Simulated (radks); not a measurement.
Isoelectronic series with 40 electrons, all held in the configuration [Kr] 4d2 5s2, which need not be the ground one along the series. Calculated with a radial shooting solver on a logarithmic mesh with Libxc functionals: scalar-relativistic Kohn-Sham, PBE, spin-polarised, spherical densities, finite nucleus; open shells are filled with parallel spins first (spin-orbit coupling, left out, can overturn this in heavy ions); Fermi nuclear charge, rms radius of each element as measured or else 0.836 A^(1/3) + 0.57 fm. Total energies (hartree) and mean radii <r> (bohr) (* marks an orbital that is empty in some or all of the ions):

| ion | E (hartree) | 4d down* | 5s down | 4d up | 5s up | 4p down |
|---|---|---|---|---|---|---|
| Zr | -3598.51063 | 2.378 | 3.828 | 2.259 | 3.667 | 1.366 |
| Nb+ | -3819.27705 | 1.867 | 3.196 | 1.830 | 3.113 | 1.279 |
| Mo2+ | -4047.43298 | 1.608 | 2.792 | 1.590 | 2.741 | 1.202 |
| Tc3+ | -4282.98436 | 1.436 | 2.504 | 1.424 | 2.468 | 1.133 |
| Ru4+ | -4525.94267 | 1.308 | 2.283 | 1.300 | 2.256 | 1.073 |
| Rh5+ | -4776.33368 | 1.207 | 2.105 | 1.200 | 2.085 | 1.018 |
| Pd6+ | -5034.18151 | 1.123 | 1.958 | 1.118 | 1.942 | 0.9699 |
| Ag7+ | -5299.51805 | 1.053 | 1.834 | 1.049 | 1.820 | 0.9259 |
| Cd8+ | -5572.37277 | 0.9921 | 1.727 | 0.9889 | 1.715 | 0.8860 |
| In9+ | -5852.78618 | 0.9391 | 1.633 | 0.9365 | 1.623 | 0.8496 |
| Sn10+ | -6140.79135 | 0.8923 | 1.550 | 0.8900 | 1.542 | 0.8162 |
| Sb11+ | -6436.42993 | 0.8505 | 1.476 | 0.8485 | 1.469 | 0.7854 |
| Te12+ | -6739.74025 | 0.8129 | 1.409 | 0.8111 | 1.403 | 0.7569 |
| I13+ | -7050.77280 | 0.7788 | 1.349 | 0.7772 | 1.343 | 0.7306 |
| Xe14+ | -7369.56616 | 0.7477 | 1.294 | 0.7463 | 1.289 | 0.7060 |
| Cs15+ | -7696.1718 | 0.7192 | 1.243 | 0.7179 | 1.239 | 0.6831 |
| Ba16+ | -8030.6353 | 0.6930 | 1.197 | 0.6918 | 1.193 | 0.6617 |
| La17+ | -8373.0114 | 0.6687 | 1.154 | 0.6676 | 1.150 | 0.6415 |
| Ce18+ | -8723.3504 | 0.6462 | 1.114 | 0.6452 | 1.111 | 0.6226 |
| Pr19+ | -9081.7090 | 0.6252 | 1.077 | 0.6244 | 1.074 | 0.6048 |

4d down drops below 5s down between Zr and Nb+. 4d up drops below 5s up between Zr and Nb+.
